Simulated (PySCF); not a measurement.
# Heteronuclear NMR

Molfile (atoms numbered from 1):
```
C7H13OPSi
     RDKit          3D

 23 22  0  0  0  0  0  0  0  0999 V2000
    3.2880    0.8130    1.1872 C   0  0  0  0  0  0  0  0  0  0  0  0
    2.8717   -0.2616    0.5361 C   0  0  0  0  0  0  0  0  0  0  0  0
    1.5666   -0.4512    0.2276 O   0  0  0  0  0  0  0  0  0  0  0  0
    1.1905   -1.6055   -0.3734 C   0  0  0  0  0  0  0  0  0  0  0  0
   -0.0861   -1.8906   -0.6407 C   0  0  0  0  0  0  0  0  0  0  0  0
   -1.2307   -1.0549   -0.3402 C   0  0  0  0  0  0  0  0  0  0  0  0
   -2.4538   -1.5090   -0.6318 C   0  0  0  0  0  0  0  0  0  0  0  0
   -0.9883    0.6850    0.3897 Si  0  0  2  0  0  4  0  0  0  0  0  0
   -2.6842    1.4839    0.7314 C   0  0  0  0  0  0  0  0  0  0  0  0
   -0.0376    2.0098   -1.1765 P   0  0  0  0  0  0  0  0  0  0  0  0
    2.5977    1.5745    1.5020 H   0  0  0  0  0  0  0  0  0  0  0  0
    4.3270    0.9481    1.4167 H   0  0  0  0  0  0  0  0  0  0  0  0
    3.5519   -1.0461    0.2151 H   0  0  0  0  0  0  0  0  0  0  0  0
    1.9921   -2.2941   -0.6249 H   0  0  0  0  0  0  0  0  0  0  0  0
   -0.2870   -2.8385   -1.1210 H   0  0  0  0  0  0  0  0  0  0  0  0
   -2.6105   -2.4791   -1.0803 H   0  0  0  0  0  0  0  0  0  0  0  0
   -3.3382   -0.9324   -0.4296 H   0  0  0  0  0  0  0  0  0  0  0  0
   -0.2774    0.6220    1.6771 H   0  0  0  0  0  0  0  0  0  0  0  0
   -3.2792    0.8879    1.4153 H   0  0  0  0  0  0  0  0  0  0  0  0
   -2.5506    2.4634    1.1803 H   0  0  0  0  0  0  0  0  0  0  0  0
   -3.2544    1.6234   -0.1822 H   0  0  0  0  0  0  0  0  0  0  0  0
    0.5834    0.9857   -1.8685 H   0  0  0  0  0  0  0  0  0  0  0  0
    1.1044    2.2929   -0.4537 H   0  0  0  0  0  0  0  0  0  0  0  0
  1  2  2  0
  2  3  1  0
  3  4  1  0
  4  5  2  0
  5  6  1  0
  6  7  2  0
  6  8  1  0
  8  9  1  0
  8 10  1  0
  1 11  1  0
  1 12  1  0
  2 13  1  0
  4 14  1  0
  5 15  1  0
  7 16  1  0
  7 17  1  0
  8 18  1  1
  9 19  1  0
  9 20  1  0
  9 21  1  0
 10 22  1  0
 10 23  1  0
M  END
```

- geometry: GFN2-xTB
- GIAO PBE0/pcSseg-1 shieldings
- run in PySCF
- no solvent model, rapidly exchanging positions averaged, a single conformation, non-relativistic Hamiltonian

Q: Where does $^{31}$P resonate?

A: 
```json
{"atoms": "P10", "environment": "phosphorus bonded to Si, 2 H", "σ (ppm)": "596.0", "δ (ppm)": "-223.6"}
```

Shieldings were converted by a linear fit to measured shifts: $^{31}$P: δ = 270.09 − 0.828σ (rms 18.1 ppm, 64 shifts vs H3PO4, solution or neat liquid). A few per cent of atoms miss by over 2 rms, more outside the fitted compound classes.

On a 600 MHz spectrometer $^{31}$P resonates near 242.9 MHz, so 1 ppm is 242.9 Hz.

Q: What are the $^{29}$Si shifts?

A: 
| atoms | environment | σ (ppm) | δ (ppm) |
| --- | --- | --- | --- |
| Si8 | silicon bonded to 2 C, P, H | 377.1 | -30.0 |

Shieldings were converted by a linear fit to measured shifts: $^{29}$Si (scatter 8.9 ppm rms, 25.8 ppm with the 6 outliers that the fit left out vs TMS, solution or neat liquid). Occasional misses reach two or three times the rms, and more in compound classes unlike the fitted ones.

On a 500 MHz spectrometer $^{29}$Si resonates near 99.3 MHz, so 1 ppm is 99.3 Hz.

Q: Where does $^{17}$O resonate?

A: 
| atoms | environment | σ (ppm) | δ (ppm) |
| --- | --- | --- | --- |
| O3 | ether oxygen | 132.6 | 145.9 |

Shieldings were converted by a linear fit to measured shifts: $^{17}$O (scatter 10.7 ppm rms, 12.2 ppm with the 3 outliers that the fit left out vs liquid water, solution or neat liquid). A few per cent of atoms miss by over 2 rms, more outside the fitted compound classes.

On a 300 MHz spectrometer $^{17}$O resonates near 40.7 MHz, so 1 ppm is 40.7 Hz.
